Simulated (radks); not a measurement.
Q: The mean radii <r> (bohr) of the occupied orbitals of an atom or ion are listed with their occupations. Method: scalar-relativistic Kohn-Sham, r2SCAN, spin-polarised, spherical densities, finite nucleus; meta-GGA in the generalised Kohn-Sham scheme; Fermi nuclear charge, rms radius of each element as measured or else 0.836 A^(1/3) + 0.57 fm; computed with a radial shooting solver on a logarithmic mesh with Libxc functionals.

| orbital | occ. | <r> |
|---|---|---|
| 1s up | 1 | 0.02782 |
| 1s down | 1 | 0.02782 |
| 2s up | 1 | 0.1198 |
| 2s down | 1 | 0.1198 |
| 2p up | 3 | 0.1048 |
| 2p down | 3 | 0.1048 |
| 3s up | 1 | 0.3214 |
| 3s down | 1 | 0.3214 |
| 3p up | 3 | 0.3197 |
| 3p down | 3 | 0.3197 |
| 3d up | 5 | 0.2966 |
| 3d down | 5 | 0.2966 |
| 4s up | 1 | 0.7615 |
| 4s down | 1 | 0.7619 |
| 4p up | 3 | 0.8145 |
| 4p down | 3 | 0.8147 |
| 4d up | 5 | 0.9457 |
| 4d down | 4 | 0.9431 |
| 5s up | 1 | 1.880 |
| 5s down | 1 | 1.871 |
| 5p up | 2 | 2.137 |

Name the element and its charge. Open shells, if any, are filled with parallel spins first.

A: Z = 52, tellurium, charge +3: Te3+ in [Kr] 4d9 5s2 5p2. The 1s radius gives Z: for a bare nucleus <r> = (2 gamma + 1)/(2Z) with gamma = sqrt(1 - (Z/c)^2), 0.02741 bohr for Z = 52, and screening makes it slightly larger (0.02782 here). The occupations add up to 49, and the charge is Z minus that.
